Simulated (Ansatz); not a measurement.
CH6AlBFNO at its PBE0-D4/def2-TZVP geometry, where that method's forces vanish. Total charge 0; spin multiplicity 1. The bonds changed during the relaxation, so this is another structure than the one it started from.

```xyz
12

B    -1.8786   -0.3240    1.5196
Al   -0.8458   -0.5636   -0.3222
O     0.8068   -1.3029   -0.2655
C     1.5363   -0.2114   -0.4308
N     0.5655    0.8973   -0.7140
F     2.1926    0.1724    0.7278
H    -2.2852   -1.2543    2.1612
H    -2.1266    0.7450    2.0124
H    -1.6209   -0.7746   -1.7028
H     2.3101   -0.2848   -1.2060
H     0.6145    1.2114   -1.6766
H     0.7312    1.6894   -0.1031
```

(1) What forces (eV/Å) does ωB97M-V/def2-TZVPP give on these atoms in Ansatz? (An estimate is asked.)

Answers

(1) The calculation gave: 
```
B1  -0.040  0.007  0.069
Al2 -0.235 -0.060 -0.031
O3  -0.107 -0.214  0.052
C4   0.281  0.068 -0.299
N5  -0.052  0.163 -0.034
F6   0.059  0.053  0.167
H7   0.055  0.131 -0.089
H8   0.035 -0.143 -0.063
H9   0.077  0.024  0.128
H10 -0.085  0.004  0.082
H11  0.006 -0.002  0.042
H12  0.006 -0.030 -0.026
```
